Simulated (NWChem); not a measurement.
Molecule: SiH$_{3}$OBr; SMILES O[SiH2]Br

```xyz
6

Si    -0.5557    -1.0856     0.0058
O      0.7389    -2.1102    -0.0618
Br     0.0913     1.0502    -0.0081
H     -1.3541    -1.3408    -1.2152
H     -1.3499    -1.2606     1.2537
H      1.3769    -2.0751     0.6576
```
Atoms are numbered in this order, from 1.

Program: NWChem. Pople sets run with spherical d functions. Coordinates come from a PBE0/def2-SVP optimisation. Level r2SCAN/6-31G*: energy and gradient on several grids; changes count from the extra-fine grid, which is no exact limit either.

### Question
Which is the coarsest grid (coarse; fine; medium; xcoarse; xfine) from which on the energy stays within 500 μHa and each gradient component within 500 μHa/bohr of xfine?

### Answer
coarse.
```csv
grid,size of the energy change (μHa),largest change of a gradient component (μHa/bohr)
xcoarse,2000,2000
coarse,100,300
medium,60,100
fine,< 10,< 30
xfine,< 10,< 30
```
